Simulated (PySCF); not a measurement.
**Excitation energy of Sc by level of theory**

Sc [Ar] 3d1 4s2 (2D) → Sc [Ar] 3d2 4s1 (4F), as a difference of total energies. Calculation: PySCF 2.14, in aug-cc-pVDZ-DK (7s6p4d2f, 59 functions); scalar relativity by spin-free X2C-1e. Correlated levels: valence: [Ar] frozen. The calculations carry no spin-orbit coupling.

| method | excitation energy (cm⁻¹) |
| --- | --- |
| UHF | 9054.2 |
| LDA | 5304.0 |
| PBE | 4757.2 |
| PBE0 | 5767.4 |
| wB97X | 11433 |
| TPSS | 4418.3 |
| B3LYP | 7168.8 |
| B2PLYP | 9821.5 |
| MP2 (valence) | 12328 |
| SCS-MP2 (valence) | 14757 |

Errors of the correlated levels include the incompleteness of this basis and the frozen core.

Task: Which method comes closest to the reference value, and which is furthest?

Result: The reference is 11509 cm⁻¹ (measured; NIST levels, between the centres of gravity of the two terms). Closest: wB97X (error -76.614 cm⁻¹); furthest: TPSS (error -7090.9 cm⁻¹).
